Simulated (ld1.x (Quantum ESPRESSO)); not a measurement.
# Plane-wave convergence, ultrasoft potential for In (Z = 49)

| Property | Result |
| --- | --- |
| Element | indium (In) |
| Generator | ld1.x (Quantum ESPRESSO) 7.5 |
| Type | ultrasoft |
| Functional | PW91 |
| Relativity | scalar-relativistic |
| Frozen core | [Kr] |
| Valence charge | 13 |
| Reference configuration | 4d10 5s2 5p1 |
| Partial waves | 5s (bound): rcut 1.90, rcutus 2.10 bohr; 5s channel at 4.28 Ry: rcut 1.90, rcutus 2.10 bohr; 5p (bound): rcut 2.55, rcutus 3.25 bohr; 5p channel at 0.35 Ry: rcut 2.55, rcutus 3.25 bohr; 4d (bound): rcut 1.65, rcutus 1.95 bohr; 4d channel at 0.25 Ry: rcut 1.65, rcutus 1.95 bohr |
| Local potential | all-electron potential smoothed inside 2.10 bohr (lloc = -1) |
| Core correction | Bessel-smoothed model core inside 1.10 bohr |
| Augmentation charge | PSQ, radius 1.65 bohr |

The pseudo-atom Hamiltonian at the reference potential is diagonalised in spherical Bessel functions j_l(qr) that vanish at 20 bohr, with q² up to the cutoff. All-electron valence levels (Ry): 5s -0.6090, 5p -0.1880, 4d -1.3719.

How do the lowest levels (Ry) of each channel move with the cutoff, and are there ghosts?

```tsv
cutoff (Ry)	s #1	p #1	d #1	f #1	Σ f·Δε (mRy)
8	-0.6077	-0.1880	-0.8377	0.1031	5345.5
12	-0.6087	-0.1880	-1.2020	0.1031	1700.1
18	-0.6089	-0.1880	-1.3445	0.1031	274.8
25	-0.6090	-0.1880	-1.3678	0.1031	41.9
30	-0.6090	-0.1880	-1.3711	0.1031	8.5
40	-0.6090	-0.1880	-1.3716	0.1031	3.8
50	-0.6090	-0.1880	-1.3719	0.1031	0.7
60	-0.6090	-0.1880	-1.3719	0.1031	0.6
400	-0.6090	-0.1880	-1.3720	0.1031	0.0
```

Result: no extra level below or beside the all-electron valence levels (s, p, d, f tested); 10 mRy is reached at 30 Ry and 1 mRy at 50 Ry.
